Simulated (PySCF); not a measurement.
BCl, charge +3, doublet, geometry from GFN2-xTB of the parent state (the spin is typed, not shown lowest); R2SCAN/aug-cc-pVDZ run with PySCF.

PySCF was given this input:
```python
from pyscf import gto, scf, dft

mol = gto.Mole()
mol.atom = '''
    B    -0.00000000   -0.00000000   -1.16598762
    Cl    0.00000000    0.00000000    0.34293754
'''
mol.basis = 'aug-cc-pvdz'
mol.charge = 3
mol.spin = 1
mol.verbose = 4
mol.build()

mf = dft.ROKS(mol)
mf.xc = 'r2scan'
mf.kernel()
```

It wrote (shortened):

```
PySCF version 2.14.0

[INPUT] verbose = 4
[INPUT] num. atoms = 2
[INPUT] num. electrons = 19
[INPUT] charge = 3
[INPUT] spin (= nelec alpha-beta = 2S) = 1
[INPUT] symmetry False subgroup None
[INPUT] Mole.unit = angstrom
[INPUT] Symbol           X                Y                Z      unit          X                Y                Z       unit  Magmom
[...]
nuclear repulsion = 29.8093398669289
number of shells = 16
number of NR pGTOs = 85
number of NR cGTOs = 50
basis = aug-cc-pvdz
ecp = {}

******** <class 'pyscf.dft.roks.ROKS'> ********
method = ROKS
initial guess = minao
damping factor = 0
level_shift factor = 0
DIIS = <class 'pyscf.scf.diis.CDIIS'>
diis_start_cycle = 1
diis_space = 8
diis_damp = 0
SCF conv_tol = 1e-09
SCF conv_tol_grad = None
SCF max_cycles = 50
direct_scf = True
direct_scf_tol = 1e-13
num. doubly occ = 9  num. singly occ = 1
XC library pyscf.dft.libxc version 7.1.2
    S. Lehtola, C. Steigemann, M. J. T. Oliveira, and M. A. L. Marques,  SoftwareX 7, 1–5 (2018)
XC functionals = r2scan
    J. W. Furness, A. D. Kaplan, J. Ning, J. P. Perdew, and J. Sun,  J. Phys. Chem. Lett. 11, 8208–8215 (2020)
    J. W. Furness, A. D. Kaplan, J. Ning, J. P. Perdew, and J. Sun,  J. Phys. Chem. Lett. 11, 9248–9248 (2020)
    J. W. Furness, A. D. Kaplan, J. Ning, J. P. Perdew, and J. Sun,  J. Phys. Chem. Lett. 11, 8208–8215 (2020)
    J. W. Furness, A. D. Kaplan, J. Ning, J. P. Perdew, and J. Sun,  J. Phys. Chem. Lett. 11, 9248–9248 (2020)
radial grids:
    Treutler-Ahlrichs [JCP 102, 346 (1995); DOI:10.1063/1.469408] (M4) radial grids

becke partition: Becke, JCP 88, 2547 (1988); DOI:10.1063/1.454033
pruning grids: <function nwchem_prune>
grids dens level: 3
symmetrized grids: False
atomic radii adjust function: <function treutler_atomic_radii_adjust>
small_rho_cutoff = 0
Set gradient conv threshold to 3.16228e-05
tot grids = 32928
init E= -485.260585955575
[...]
cycle= 1 E= -482.56107860986  delta_E=  2.7  |g|= 0.505  |ddm|= 1.28
[...]
cycle= 2 E= -482.6469228192  delta_E= -0.0858  |g|= 0.25  |ddm|= 1.07
[...]
cycle= 3 E= -482.66104629691  delta_E= -0.0141  |g|= 0.152  |ddm|= 0.952
[...]
cycle= 4 E= -482.6684169064  delta_E= -0.00737  |g|= 0.0527  |ddm|= 0.904
[...]
cycle= 5 E= -482.668573275656  delta_E= -0.000156  |g|= 0.0488  |ddm|= 0.89
[...]
cycle= 6 E= -482.66926323343  delta_E= -0.00069  |g|= 0.0381  |ddm|= 0.0191
[...]
cycle= 7 E= -482.667387556938  delta_E= 0.00188  |g|= 0.0639  |ddm|= 0.892
[...]
cycle= 8 E= -482.667651016169  delta_E= -0.000263  |g|= 0.0605  |ddm|= 0.00496
[...]
cycle= 9 E= -482.669038555818  delta_E= -0.00139  |g|= 0.0425  |ddm|= 0.138
[...]
cycle= 10 E= -482.669303580007  delta_E= -0.000265  |g|= 0.038  |ddm|= 0.529
[...]
cycle= 11 E= -482.666439532263  delta_E= 0.00286  |g|= 0.0735  |ddm|= 0.802
[...]
cycle= 12 E= -482.668244192546  delta_E= -0.0018  |g|= 0.0543  |ddm|= 0.0335
[...]
cycle= 13 E= -482.668837613677  delta_E= -0.000593  |g|= 0.0462  |ddm|= 0.015
[...]
cycle= 14 E= -482.668435817077  delta_E= 0.000402  |g|= 0.0519  |ddm|= 0.891
[...]
cycle= 15 E= -482.668586925224  delta_E= -0.000151  |g|= 0.0499  |ddm|= 0.00551
[...]
cycle= 16 E= -482.66914658963  delta_E= -0.00056  |g|= 0.0414  |ddm|= 0.055
[...]
cycle= 17 E= -482.667992784008  delta_E= 0.00115  |g|= 0.0576  |ddm|= 0.888
[...]
cycle= 18 E= -482.668712150303  delta_E= -0.000719  |g|= 0.0482  |ddm|= 0.0198
[...]
cycle= 19 E= -482.667524345424  delta_E= 0.00119  |g|= 0.0628  |ddm|= 0.894
[...]
cycle= 20 E= -482.667735525044  delta_E= -0.000211  |g|= 0.0605  |ddm|= 0.00466
[...]
cycle= 21 E= -482.668563745736  delta_E= -0.000828  |g|= 0.0502  |ddm|= 0.0795
[...]
cycle= 22 E= -482.668441198975  delta_E= 0.000123  |g|= 0.052  |ddm|= 0.869
[...]
cycle= 23 E= -482.668645585558  delta_E= -0.000204  |g|= 0.0493  |ddm|= 0.0361
[...]
cycle= 24 E= -482.668788006562  delta_E= -0.000142  |g|= 0.0471  |ddm|= 0.0412
[...]
cycle= 25 E= -482.669098547369  delta_E= -0.000311  |g|= 0.0421  |ddm|= 0.872
[...]
cycle= 26 E= -482.668551076057  delta_E= 0.000547  |g|= 0.0504  |ddm|= 0.885
[...]
cycle= 27 E= -482.668743525051  delta_E= -0.000192  |g|= 0.0476  |ddm|= 0.152
[...]
cycle= 28 E= -482.668914948779  delta_E= -0.000171  |g|= 0.0451  |ddm|= 0.268
[...]
cycle= 29 E= -482.668341832079  delta_E= 0.000573  |g|= 0.0532  |ddm|= 0.889
[...]
cycle= 30 E= -482.668778195277  delta_E= -0.000436  |g|= 0.0472  |ddm|= 0.11
[...]
cycle= 31 E= -482.669130773478  delta_E= -0.000353  |g|= 0.0418  |ddm|= 0.766
[...]
cycle= 32 E= -482.668701990371  delta_E= 0.000429  |g|= 0.0483  |ddm|= 0.876
[...]
cycle= 33 E= -482.668583423693  delta_E= 0.000119  |g|= 0.0499  |ddm|= 0.253
[...]
cycle= 34 E= -482.668086816627  delta_E= 0.000497  |g|= 0.0565  |ddm|= 0.718
[...]
cycle= 35 E= -482.668295371162  delta_E= -0.000209  |g|= 0.0538  |ddm|= 0.79
[...]
cycle= 36 E= -482.666940002368  delta_E= 0.00136  |g|= 0.069  |ddm|= 0.062
[...]
cycle= 37 E= -482.668126657671  delta_E= -0.00119  |g|= 0.0559  |ddm|= 0.113
[...]
cycle= 38 E= -482.669048226962  delta_E= -0.000922  |g|= 0.0429  |ddm|= 0.865
[...]
cycle= 39 E= -482.669149261538  delta_E= -0.000101  |g|= 0.0413  |ddm|= 0.745
[...]
cycle= 40 E= -482.668541693612  delta_E= 0.000608  |g|= 0.0506  |ddm|= 0.882
[...]
cycle= 41 E= -482.668878152452  delta_E= -0.000336  |g|= 0.0457  |ddm|= 0.862
[...]
cycle= 42 E= -482.668517971786  delta_E= 0.00036  |g|= 0.0507  |ddm|= 0.845
[...]
cycle= 43 E= -482.666735818109  delta_E= 0.00178  |g|= 0.0707  |ddm|= 0.108
[...]
cycle= 44 E= -482.667045648157  delta_E= -0.00031  |g|= 0.0678  |ddm|= 0.155
[...]
cycle= 45 E= -482.666975445684  delta_E= 7.02e-05  |g|= 0.0685  |ddm|= 0.03
[...]
cycle= 46 E= -482.667274549889  delta_E= -0.000299  |g|= 0.0651  |ddm|= 0.897
[...]
cycle= 47 E= -482.668475367368  delta_E= -0.0012  |g|= 0.0511  |ddm|= 0.0601
[...]
cycle= 48 E= -482.668314188191  delta_E= 0.000161  |g|= 0.0534  |ddm|= 0.886
[...]
cycle= 49 E= -482.668438099654  delta_E= -0.000124  |g|= 0.0518  |ddm|= 0.00509
[...]
cycle= 50 E= -482.667230978736  delta_E= 0.00121  |g|= 0.0658  |ddm|= 0.888
SCF not converged.
SCF energy = -482.667230978736
```

The run did not converge; its last values are not results.
